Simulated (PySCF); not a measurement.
C3H6Cl, charge +1, multiplicity 1.

```xyz
10

C     -0.0154    -1.2826    -1.0552
C      0.0000     0.0000    -0.3507
C      0.0154     1.2826    -1.0552
Cl     0.0000     0.0000     1.3108
H      1.0555    -1.5187    -1.2575
H     -0.4938    -1.1912    -2.0430
H     -0.4253    -2.1078    -0.4579
H     -1.0555     1.5187    -1.2575
H      0.4253     2.1078    -0.4579
H      0.4938     1.1912    -2.0430
```
Charge +1, spin multiplicity 1.

The structure is a stationary point at B3LYP-D3(BJ)/def2-SVP. The spin state was assumed, not searched. The isomer is the one that the SMILES or the coordinates give; other isomers of the formula were not compared.

Calculation: PBE/pcSseg-1 (PySCF). Non-relativistic, no solvent.

Computed absolute GIAO shielding of each atom: isotropic value and principal components (ppm):
```json
[
 {"atom": "C1", "σ(iso)": "122.8", "σ11": "79.8", "σ22": "131.1", "σ33": "157.6", "span": "77.8"},
 {"atom": "C2", "σ(iso)": "-136.3", "σ11": "-317.4", "σ22": "-200.3", "σ33": "108.9", "span": "426.3"},
 {"atom": "C3", "σ(iso)": "122.8", "σ11": "79.8", "σ22": "131.1", "σ33": "157.6", "span": "77.8"},
 {"atom": "Cl4", "σ(iso)": "11.5", "σ11": "-327.9", "σ22": "-200.5", "σ33": "562.8", "span": "890.7"},
 {"atom": "H5", "σ(iso)": "27.1", "σ11": "24.2", "σ22": "25.6", "σ33": "31.5", "span": "7.3"},
 {"atom": "H6", "σ(iso)": "26.6", "σ11": "23.8", "σ22": "26.5", "σ33": "29.5", "span": "5.7"},
 {"atom": "H7", "σ(iso)": "26.9", "σ11": "23.5", "σ22": "26.5", "σ33": "30.6", "span": "7.1"},
 {"atom": "H8", "σ(iso)": "27.1", "σ11": "24.2", "σ22": "25.6", "σ33": "31.5", "span": "7.3"},
 {"atom": "H9", "σ(iso)": "26.9", "σ11": "23.5", "σ22": "26.5", "σ33": "30.6", "span": "7.1"},
 {"atom": "H10", "σ(iso)": "26.6", "σ11": "23.8", "σ22": "26.5", "σ33": "29.5", "span": "5.7"}
]
```
